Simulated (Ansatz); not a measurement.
A run for Ansatz (a quantum-chemistry and plane-wave program): R-CCSD(T)/cc-pV(T+d)Z on CH4Si (SMILES C[SiH]), a point of a torsion scan. Files ending in .json are basis or fitting sets from the Basis Set Exchange.

Ansatz 0.2 input:
```yaml
crystal:
  periodic: [false, false, false]
  atoms:
    - {symbol: C, position_ang: [-0.53745960, 0.01809329, -0.02320059]}
    - {symbol: Si, position_ang: [1.21609534, 0.79795619, -0.02634729]}
    - {symbol: H, position_ang: [-0.71425062, -0.69996708, -0.82531774]}
    - {symbol: H, position_ang: [-1.29627598, 0.79515035, -0.10741898]}
    - {symbol: H, position_ang: [-0.72110063, -0.49453013, 0.92033732]}
    - {symbol: H, position_ang: [1.78817094, 0.10132618, -1.22085294]}
basis:
  gaussian:
    orbitals: cc-pV_T+d_Z.json
magnetization: {spin_polarized: false}
correlation: {method: ccsd_t, electrons: outside_noble_gas}
scf: {lower_state_search: off}
```

The head of its log:

```
WARN ansatz: RAYON_NUM_THREADS=1 ignored (pool sized by the plan → 1); use --threads N
Functional definition: HF
these checks for a lower state are left out or cut short: stability, starts, cluster_reference, orbital_swaps, neighbouring_geometries, increment
integrals: 0.21 GiB planned
709 factors; integrals over basis functions are off by at most 9.8e-4 eV
mean field: 0.21 GiB planned
mean field evaluation 1: about -8953.2578 eV, gradient 2.5e1 eV
mean field evaluation 2: about -8953.2570 eV, gradient 2.5e1 eV
mean field evaluation 4: about -8955.0024 eV, gradient 2.3e0 eV
mean field evaluation 8: about -8955.0326 eV, gradient 7.8e-2 eV
mean field -8955.03263228 eV, -329.0913792972 hartree, gradient 6.9e-6 eV, S^2 0.000000; 0 other end points of the search recorded, 0 dependent functions left out
6 core orbitals not correlated
reference -8955.03263228 eV, -329.0913792972 hartree; 6, 6 occupied and 113, 113 virtual orbitals, 709 factors
```

### Question
What total energy does the run end on?

### Answer
-329.4246 hartree (reference determinant -329.0914, T1 diagnostic 0.012).
